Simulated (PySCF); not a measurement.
**Electron correlation in Ne²⁺ (neon, charge +2)**

[He] 2s2 2p4, high-spin 3P determinant. All numbers are calculated (PySCF 2.14, scalar relativity by spin-free X2C-1e, in aug-cc-pVDZ-DK (4s3p2d, 23 functions)). Frozen: 1s2; 6 electrons correlated.

MP2 pair energies summed by pair of shells (mhartree):

```tsv
pair	energy	share (%)
2p-2p	-45.78	46.9
2s-2p	-44.68	45.8
2s-2s	-7.20	7.4
```

Total MP2 correlation energy: -97.66 mhartree.

Same-spin part -23.19 and opposite-spin part -74.47 mhartree; SCS-MP2 scales them by 1/3 and 6/5 to -97.10 mhartree.

```json
{"level": "CCSD", "correlation energy (mhartree)": "-111.05"}
{"level": "(T)", "correlation energy (mhartree)": "-0.87"}
{"level": "CCSD(T)", "correlation energy (mhartree)": "-111.92"}
```

Diagnostics: T1 = 0.0036, D1 = 0.0060, largest double amplitude 0.025.

Cost of the coupled-cluster step: 0.23 s of wall time on 1 thread of Intel(R) Xeon(R) Platinum 8375C CPU @ 2.90GHz (shared host), for 6 correlated electrons.

Iterations:

```
CC2 = 0
CCSD nocc = (np.int64(4), np.int64(2)), nmo = (22, 22)
frozen orbitals [[0], [0]]
max_cycle = 100
direct = 0
conv_tol = 1e-08
conv_tol_normt = 1e-06
diis_space = 8
diis_start_cycle = 0
Init t2, MP2 energy = -0.0976606576149595
Init E_corr(UCCSD) = -0.0976606576165498
cycle = 1  E_corr(UCCSD) = -0.108421264325301  dE = -0.0107606067  norm(t1,t2) = 0.0189083
cycle = 2  E_corr(UCCSD) = -0.11036846410706  dE = -0.00194719978  norm(t1,t2) = 0.00530821
cycle = 3  E_corr(UCCSD) = -0.111071595449857  dE = -0.000703131343  norm(t1,t2) = 0.00199256
cycle = 4  E_corr(UCCSD) = -0.111045666562528  dE = 2.59288873e-05  norm(t1,t2) = 0.000399093
cycle = 5  E_corr(UCCSD) = -0.111050672039784  dE = -5.00547726e-06  norm(t1,t2) = 6.55487e-05
cycle = 6  E_corr(UCCSD) = -0.111050892510444  dE = -2.2047066e-07  norm(t1,t2) = 1.22641e-05
cycle = 7  E_corr(UCCSD) = -0.111050761084213  dE = 1.31426231e-07  norm(t1,t2) = 2.8433e-06
cycle = 8  E_corr(UCCSD) = -0.111050774314044  dE = -1.32298311e-08  norm(t1,t2) = 4.28929e-07
cycle = 9  E_corr(UCCSD) = -0.111050772490496  dE = 1.8235483e-09  norm(t1,t2) = 5.70966e-08
UCCSD converged
E(UCCSD) = -126.5708927081513  E_corr = -0.1110507724904962
UCCSD(T) correction = -0.00086633271498094
```
